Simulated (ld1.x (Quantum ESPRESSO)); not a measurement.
lanthanum (La), TM: configuration errors across variants

* Element: lanthanum
* Generator: ld1.x (Quantum ESPRESSO) 7.5
* Type: norm-conserving Troullier–Martins (Kleinman–Bylander form)
* Functional: LDA (PZ)
* Relativity: scalar-relativistic
* Frozen core: [Xe]
* Valence charge: 3
* Reference configuration: 4f0 5d1 6s1 6p0 (charge +1)
* Partial waves: 6s (bound): rc 3.90 bohr; 6p (bound, empty): rc 3.35 bohr; 5d (bound): rc 3.10 bohr; 4f (bound, empty): rc 1.30 bohr
* Local potential: all-electron potential smoothed inside 3.15 bohr (lloc = -2)
* Core correction: none

All-electron excitation energies from the reference (eV): (1) 4f0 5d1 6s2 6p0 -6.163; (2) 4f0 5d1 6s0 6p0 11.152; (3) 4f0 5d1 6s1.5 6p0 -3.681; (4) 4f0 5d0 6s2 6p0 0.363; (5) 4f0 5d1 6s0 6p1 3.061; (6) 4f0 5d2 6s0 6p0 0.147; (7) 4f0 5d1 6s1 6p0 spin -0.426; (8) 4f0 5d1 6s2 6p0 spin -6.260.

Spin tests fill each open shell by Hund’s rule, majority spin first.

Tests that are not counted but printed errors over 1 eV. “base”: 4f1 5d1 6s0 6p0 (solver errors, printed error +1.7 eV). “wave 6s (bound): rc 3.90 bohr becomes 6s (bound): rc 4.64 bohr”: 4f1 5d1 6s0 6p0 (solver errors, printed error +1.6 eV). “wave 4f (bound): rc 1.30 bohr becomes 4f (bound): rc 0.98 bohr”: 4f1 5d1 6s0 6p0 (solver errors, printed error +1.7 eV). “wave 6p (bound): rc 3.35 bohr becomes 6p (bound): rc 4.32 bohr”: 4f1 5d1 6s0 6p0 (solver errors, printed error +1.7 eV). “wave 5d (bound): rc 3.10 bohr becomes 5d (bound): rc 4.36 bohr”: 4f1 5d1 6s0 6p0 (solver errors, printed error -16.8 eV).

4 further variants failed, have other tests or another functional or relativity, and are left out.

A true bound ghost makes a file unfit for plane-wave use even where its test errors are small: the radial tests pick states by their node count and pass the ghost by. Where a test does run into it, the solver fails or the error is huge.

Errors AE − PS in meV (a dash: test not solved or not reliable):

| change | (1) | (2) | (3) | (4) | (5) | (6) | (7) | (8) | bound ghosts |
| --- | --- | --- | --- | --- | --- | --- | --- | --- | --- |
| base | +30 | +73 | +9.9 | +180 | +25 | +59 | +423 | +210 | s |
| wave 6s (bound): rc 3.90 bohr becomes 6s (bound): rc 4.64 bohr | +31 | +57 | +9.9 | +173 | +15 | +68 | +426 | +209 | s |
| wave 4f (bound): rc 1.30 bohr becomes 4f (bound): rc 0.98 bohr | +30 | +73 | +9.9 | +180 | +25 | +59 | +423 | +210 | s |
| wave 6p (bound): rc 3.35 bohr becomes 6p (bound): rc 4.32 bohr | +30 | +73 | +9.9 | +180 | +8.8 | +59 | +423 | +210 | none |
| wave 5d (bound): rc 3.10 bohr becomes 5d (bound): rc 4.36 bohr | +29 | +67 | +9.3 | +196 | +24 | +83 | +422 | +203 | s |
| local potential the d channel | +21 | +74 | +7.4 | +180 | +9.4 | +60 | +423 | +195 | s, p |

(1) Give the same row for: core correction a·sin(br)/r model core inside 0.80 bohr.

## Answers

(1) +4.3, -19, +1.2, -65, -2.8, -78, +7.4, +4.2; bound ghosts: s. Not counted: 4f1 5d1 6s0 6p0 (solver errors, printed error -27.3 eV).
